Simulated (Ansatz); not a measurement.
Cost and result for the atomization energy of BrClH2OSn (`[OH][SnH]([Cl])[Br]`) (6 atoms, 5 bonds).

The species carries charge 0 and has multiplicity 1. Correlated methods include outer-core shells of Br, Sn, which these sets cover unevenly. Scalar relativity is left out up to krypton. Sn takes the def2 core potential. The structure was optimised at the PBE0-D4/def2-TZVP level. It is one conformer, not always the lowest. Program: Ansatz. All runs use 4 threads of an Arm Neoverse V1 on a shared host. Times are those of one run each, without the atoms' runs, and a repeat can differ threefold. Electronic energies, without spin–orbit coupling; frozen cores. CCSD(T)/CBS adds CCSD(T) − MP2 in def2-TZVPP to the MP2 limit, and its time is that of the two runs behind it. T1 = 0.011. With those shells the extrapolation isn't a true limit. B3LYP takes the VWN-RPA correlation (the form of Gaussian; ORCA's B3LYP/G). HSE06 is the plane-wave form, built on full-range PBE exchange.

CCSD(T)/CBS is a level of theory with its own doubt, some kJ/mol a heavy atom from the limit and from the frozen cores, so smaller differences don't rank the functionals.

| level | functions | wall time | atomization (kJ/mol) | difference from CCSD(T)/CBS | per bond |
| --- | --- | --- | --- | --- | --- |
| LDA (SPW92)/def2-TZVPP | 199 | 1.1 s | 1977.5 | 252.2 | 50.4 |
| PBE-D4/def2-TZVPP (with forces) | 199 | 2.2 s | 1714.8 | -10.5 | -2.1 |
| HSE06-D4/def2-TZVPP | 199 | 3.4 s | 1670.4 | -54.9 | -11.0 |
| CAM-B3LYP-D4/def2-TZVPP | 199 | 3.6 s | 1669.4 | -55.9 | -11.2 |
| B3LYP-D4/def2-TZVPP (with forces) | 199 | 4.4 s | 1657.9 | -67.4 | -13.5 |
| B2PLYP/def2-TZVPP | 199 | 4.8 s | 1647.7 | -77.6 | -15.5 |
| r2SCAN-D4/def2-TZVPP (with forces) | 199 | 4.8 s | 1699.5 | -25.8 | -5.2 |
| CCSD(T)/def2-SVP | 100 | 6 s | 1521.4 | -203.9 | -40.8 |
| ωB97X-V/def2-TZVPP | 199 | 7.5 s | 1702.2 | -23.1 | -4.6 |
| ωB97M-V/def2-TZVPP (with forces) | 199 | 11 s | 1684.5 | -40.8 | -8.2 |
| MP2/def2-QZVPP | 358 | 14 s | 1735.4 | 10.1 | 2.0 |
| CCSD(T)/def2-TZVPP | 199 | 2 min | 1641.5 | -83.8 | -16.8 |
| CCSD(T)/CBS(def2) | – | 2.3 min | 1725.3 | 0.0 | 0.0 |

From r2SCAN to r2SCAN0 (25 % exact exchange), in def2-TZVPP and without D4, the atomization energy moves by −50.5 kJ/mol: exact exchange takes away binding that semilocal exchange gives to molecules. At CCSD(T), def2-SVP lies −203.9 kJ/mol from the extrapolated value and def2-TZVPP −83.8 kJ/mol: correlation converges slowly with the basis, and small sets miss more of it in the bonded molecule than in its fragments. The D4 term adds +27.8 kJ/mol with B3LYP and +14.6 kJ/mol with PBE0; it sums over pairs of atoms, weighted by their polarisabilities, and B3LYP, whose exchange is more repulsive, gets the larger term.

Spin–orbit coupling would lower the free Sn atoms strongly, and the atomization energy with them, by more than many differences here. For some Ge, Se and Sn compounds the MP2-based and the directly extrapolated limit differ by 10 to 25 kJ/mol.
